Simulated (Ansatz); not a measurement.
Mulliken charges of AlBrClHO, SMILES `[OH][Al]([Cl])[Br]` from ωB97M-V/def2-TZVPP in Ansatz (PBE0-D4/def2-TZVP geometry).

```
atom   x (Å)   y (Å)   z (Å)  charge (e)
  O1   0.394   1.233   0.316      -0.363
 Al2   0.041  -0.390   0.082       0.583
 Cl3   0.895  -1.778   1.360      -0.197
 Br4  -1.316  -1.066  -1.564      -0.195
  H5   0.036   1.928  -0.235       0.173
```

Problem. By hand: the dipole of these point charges (1 e Å = 4.8032 D).

Solution. Σ q r = (-0.033, 0.217, -0.070) e Å, of length 0.230 e Å = 1.10 D.

Problem. How does the dipole of the full density compare? (An estimate is asked.)

Solution. The calculation gave: (-0.100, 0.276, -0.165) e Å, 1.62 D; the point charges give 0.68 times that, at 16° from its direction.

Point charges leave out the atoms' own dipoles, such as those of lone pairs, and Mulliken's split depends on the basis, so the two needn't agree.
